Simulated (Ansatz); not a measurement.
Basis-set series for C5H5BF3N, SMILES `F[B-](F)(F)[n+]1ccccc1`. The species carries charge 0 and has multiplicity 1. The structure was optimised at the PBE0-D4/def2-TZVP level. It is one conformer, not always the lowest.

```
functional       basis  functions  energy (Eh)  HOMO (eV)  LUMO (eV)
   PBE0-D4  def2-TZVPP        380   -572.51841      -8.92      -2.33
   PBE0-D4  def2-QZVPP        720   -572.54749      -8.93      -2.35
   ωB97M-V  def2-TZVPP        380   -572.95254     -11.01      -0.23
   ωB97M-V  def2-QZVPP        720   -572.97953     -11.01      -0.28
```

(1) Give the rows for def2-SVP. (Estimate.)

## Answers

(1) The calculation gave: 
```csv
functional,basis,functions,energy (Eh),HOMO (eV),LUMO (eV)
PBE0-D4,def2-SVP,165,-571.86264,-8.97,-2.28
ωB97M-V,def2-SVP,165,-572.27951,-11.05,-0.13
```

All numbers were calculated with Ansatz.
